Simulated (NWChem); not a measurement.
A series in which one site is exchanged, each optimised at PBE0/def2-SVP with NWChem, gas phase unless a solvent is named. Low-valent species are run as closed-shell singlets; no triplet was tried in these runs. This build's default masses of Se (78.918 u) and Br (79.917 u) are each other's, which moves their modes by up to 0.6 %. Some are not confirmed as minima by frequencies. def2 effective core potentials on I; no spin-orbit coupling.

A: [SiH3][Si]Br (Si₂H₃Br; site = Br)
B: [Si](F)[SiH3] (Si$_{2}$H$_{3}$F; site = F)
C: [SiH3][Si]I (Si2H3I; site = I)
D: Cl[Si][SiH3] (Si2H3Cl; site = Cl)

```json
[
 {"quantity": "vertical ionisation energy, ΔSCF, PBE/def2-SVP (eV)", "A": "8.30", "B": "8.43", "C": "?", "D": "8.37"},
 {"quantity": "static polarisability, B3LYP/def2-SVPD (bohr³)", "A": "88.2", "B": "65.6", "C": "?", "D": "79.7"},
 {"quantity": "lowest singlet excitation, B3LYP/def2-SVPD, TDA (eV)", "A": "1.88", "B": "2.11", "C": "?", "D": "1.95"}
]
```

Some entries are withheld; supply them.


- vertical ionisation energy, ΔSCF, PBE/def2-SVP (eV), C: 8.15
- static polarisability, B3LYP/def2-SVPD (bohr³), C: 103.6
- lowest singlet excitation, B3LYP/def2-SVPD, TDA (eV), C: 1.76
